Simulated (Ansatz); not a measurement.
```yaml
crystal:
  periodic: [false, false, false]
  atoms:
    - {symbol: C, position_ang: [1.568756, 0.336017, 1.086100]}
    - {symbol: N, position_ang: [0.652326, -0.237857, 0.085238]}
    - {symbol: C, position_ang: [1.039058, -1.524564, -0.400475]}
    - {symbol: Hf, position_ang: [-1.019545, 0.936711, -0.277106]}
    - {symbol: N, position_ang: [-2.042208, -0.040236, -1.682068]}
    - {symbol: O, position_ang: [-2.011130, 1.143623, 1.345824]}
    - {symbol: Cl, position_ang: [-0.155564, 3.006391, -1.025293]}
    - {symbol: H, position_ang: [1.174940, 1.291692, 1.468881]}
    - {symbol: H, position_ang: [2.515337, 0.479999, 0.697923]}
    - {symbol: H, position_ang: [1.608752, -0.347375, 1.992528]}
    - {symbol: H, position_ang: [1.141046, -2.294208, 0.429285]}
    - {symbol: H, position_ang: [0.356270, -1.899257, -1.127998]}
    - {symbol: H, position_ang: [1.987201, -1.437647, -0.891023]}
    - {symbol: H, position_ang: [-3.001158, -0.473283, -1.531038]}
    - {symbol: H, position_ang: [-1.897682, -0.086646, -2.637524]}
    - {symbol: H, position_ang: [-2.129762, 1.026057, 2.245866]}
basis:
  gaussian: {orbitals: ANO-RCC-VTZP}
hamiltonian: {xc: {name: wB97X-V}}
```

```sh
$ ansatz run in.yaml --threads 2 --pin off --events-out ev --progress --plain --max-ram 22528MiB --backend cuda --devices 0, --max-vram 18GiB
```

Output, abridged:

```
Functional definition: wB97X-V
3140 factors; their error is unknown
634 factors; integrals over basis functions are off by at most 7.5e-6 eV
mean field evaluation 1: about -430153.4793 eV, gradient 9.9e1 eV
mean field evaluation 2: about -430142.2781 eV, gradient 1.5e2 eV
mean field evaluation 4: about -430168.7262 eV, gradient 7.1e0 eV
mean field evaluation 8: about -430168.7910 eV, gradient 4.9e-1 eV
mean field evaluation 16: about -430169.3570 eV, gradient 1.0e-3 eV
mean field -430169.35704605 eV, -15808.4322921795 hartree, gradient 4.7e-5 eV, S^2 0.000000; 0 other end points of the search recorded, 0 dependent functions left out
reference -430169.35704169 eV, -15808.4322920194 hartree; 66, 66 occupied and 348, 348 virtual orbitals, 3140 factors
Total energy: -430169.35704169 eV, -15808.4322920194 hartree
Relativity: scalar
```

Hardware: 2 threads of an AMD EPYC 7R13 on a shared host and a share of an NVIDIA H100 80 GB. Wall time 16 s, peak host memory 1.4 GiB.
